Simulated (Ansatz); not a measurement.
Mulliken charges of CHBFN (`N#CBF`) from PBE/def2-TZVPP in Ansatz (PBE0-D4/def2-TZVP geometry).

```tsv
atom	x (Å)	y (Å)	z (Å)	charge (e)
N1	0.699	-1.305	1.492	0.062
C2	0.308	-0.607	0.664	-0.215
B3	-0.160	0.377	-0.430	0.288
F4	-1.224	0.070	-1.128	-0.147
H5	0.426	1.391	-0.640	0.012
```

Problem. By hand: the dipole of these point charges (1 e Å = 4.8032 D).

Solution. Σ q r = (0.116, 0.165, -0.016) e Å, of length 0.202 e Å = 0.97 D.

Problem. How does the dipole of the full density compare? (Estimate.)

Solution. Ansatz gave: (-0.075, 0.357, -0.315) e Å, 2.32 D; the point charges give 0.42 times that, at 55° from its direction.

Point charges leave out the atoms' own dipoles, such as those of lone pairs, and Mulliken's split depends on the basis, so the two needn't agree.
